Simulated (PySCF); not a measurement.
H6NSi2 (charge -1).
Numbering: `[SiH3:1][N-:2][SiH3:3]` (hydrogens: H4, H5, H6 on Si1; H7, H8, H9 on Si3)

The geometry is computed with GFN2-xTB (gas phase).

(1) What internal coordinates does the optimisation give?

Answers

(1) 
```
                   bond  length (pm)
         Si1–N2, N2–Si3        166.6
         Si1–H4, Si3–H8        149.2
Si1–H5 and 3 like bonds        150.3
```

Bonds in one row agree within 1 pm and their mean is given. A selection of angles:
```
     angle  degrees
 N2–Si1–H4    108.4
 N2–Si1–H5    118.4
 H4–Si1–H5    104.3
 H5–Si1–H6    101.5
Si1–N2–Si3    137.5
```

N2 (nitrogen bonded to 2 Si) is bent (angle 137.5°). Si1 (SiH3 silicon) is distorted tetrahedral (angles from 101.5° to 118.4°).

Point group: C2v (every atom within 0.08 Å of its image). GFN2-xTB frequencies: not computed here.


Compound: TiI4 (singlet state).
SMILES with atom numbers: `[I:1][Ti:2]([I:3])([I:4])[I:5]`

Computed, not measured: PBE0-D3(BJ)/def2-SVP geometry optimisation, gas phase, def2 core potentials past Kr in PySCF 2.14.0.

Question: List the bond lengths and angles at this level.

Answer: 
```
                   bond  length (pm)   order
I1–Ti2 and 3 like bonds        252.3  single
```

Bonds in one row agree within 1 pm and their mean is given. Orders are formal, as drawn. A selection of angles:
```
    angle  degrees
I1–Ti2–I3    109.1
```

All 4 I–Ti bonds measure 2.522 to 2.525 Å. Ti2 (titanium bonded to 4 I) is tetrahedral (angles from 109.1° to 110.1°).

Point group: Td (tolerance 0.08 Å). Not checked by PBE0-D3(BJ)/def2-SVP frequencies.

The run took 94 s wall, 2.4 min CPU on 2 threads of an Arm Neoverse V1, no GPU, shared host with 32 logical CPUs at a one-minute load of 14, and the process peaked at 0.67 GiB of memory. These figures are those of the optimisation.
